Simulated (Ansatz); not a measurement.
The same atomization along the group C, Si, Ge.

Gas-phase electronic energies from Ansatz, PBE0-D4/def2-TZVP geometries. CBS: MP2 limit from def2 TZ/QZ plus the TZ coupled-cluster correction, frozen cores. Small cases extrapolate CCSD(T) itself. Functionals use def2-TZVPP. No spin–orbit coupling; open shells (•) take unrestricted orbitals. Spin–orbit coupling would lower the free atoms: a little for C, O, Si; clearly for Ge. For Ge outer-core shells are correlated without core-valence functions, so the limit isn't a true one: a few kJ/mol of doubt a bond, and 10 to 20 or more in all where bonds break to atoms. Scalar relativity is left out up to krypton.

| reaction | r2SCAN-D4 (kJ/mol) | B2PLYP (kJ/mol) |
| --- | --- | --- |
| `[C-]#[O+]` → O• + C• | 1069 | 1076 |
| `[O+]#[Si-]` → O• + Si• | 784 | 794 |
| `[O+]#[Ge-]` → O• + Ge• | 666 | 674 |

(1) Give the CCSD(T)/CBS values in the same order. (Best estimate.)

Largest T1 diagnostic: 0.026, for `[O+]#[Si-]`, so its coupled-cluster energy is less sure.

Extrapolated directly: `[C-]#[O+]` → O• + C•; `[O+]#[Si-]` → O• + Si•.

Answers

(1) The calculation gave: 1080, 799, 684 kJ/mol.

For atomizations the MP2-based limit and the directly extrapolated one differ by several kJ/mol either way, and by 10 to 25 for some Ge, Se and Sn compounds, so smaller differences from it don't rank the levels.
